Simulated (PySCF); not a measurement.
## NaCd: frontier orbitals

r²SCAN at R = 3.503 Å; basis Na def2-SVP, Cd def2-SVP with ECP28; scalar-relativistic core potentials; PySCF 2.14. State: ²Σ⁺ (doublet), unpaired electrons σ ↑. Only the outer orbitals are listed, counted within each symmetry, core potentials removing the inner ones.

| spin | orbital | occ. | ε (eV) | on Na (%) | main shells (%) |
| --- | --- | --- | --- | --- | --- |
| α | 1δ | 1 | -11.98 | 0 | 100 Cd d |
| α | 1δ | 1 | -11.98 | 0 | 100 Cd d |
| α | 6σ | 1 | -11.98 | 0 | 100 Cd d |
| α | 3π | 1 | -11.97 | 0 | 100 Cd d |
| α | 3π | 1 | -11.97 | 0 | 100 Cd d |
| α | 7σ | 1 | -6.02 | 11 | 89 Cd s |
| α | 8σ | 1 | -3.03 | 79 | 79 Na s, 17 Cd p |
| α | 9σ | 0 | -1.27 | 56 | 45 Na p, 44 Cd p, 10 Na s |
| α | 4π | 0 | -1.23 | 42 | 58 Cd p, 41 Na p |
| α | 4π | 0 | -1.23 | 42 | 58 Cd p, 41 Na p |
| β | 1δ | 1 | -11.97 | 0 | 100 Cd d |
| β | 1δ | 1 | -11.97 | 0 | 100 Cd d |
| β | 3π | 1 | -11.95 | 0 | 100 Cd d |
| β | 3π | 1 | -11.95 | 0 | 100 Cd d |
| β | 6σ | 1 | -11.95 | 0 | 100 Cd d |
| β | 7σ | 1 | -5.89 | 5 | 95 Cd s |
| β | 8σ | 0 | -1.74 | 74 | 70 Na s, 24 Cd p |
| β | 4π | 0 | -0.78 | 16 | 84 Cd p, 15 Na p |
| β | 4π | 0 | -0.78 | 16 | 84 Cd p, 15 Na p |

Q: Which are the highest filled and the lowest empty level, where do they sit, and how wide is the gap?

A: Highest filled α 8σ at -3.03 eV (in %: 79 Na s, 17 Cd p); lowest empty β 8σ at -1.74 eV (in %: 70 Na s, 24 Cd p); the gap at r²SCAN is 1.29 eV.

```json
{
  "bond order (Mayer)": "0.43",
  "⟨S²⟩": "0.757",
  "charge on Na (Mulliken, basis-dependent)": "0.03",
  "charge on Na (Löwdin, basis-dependent)": "-0.01",
  "dipole moment (positive dipole means Na(−)Cd(+))": "-1.18 D"
}
```

Spin–orbit coupling is left out. The state is the lowest determinant that a PBE0 search found; another state may lie lower at other levels.
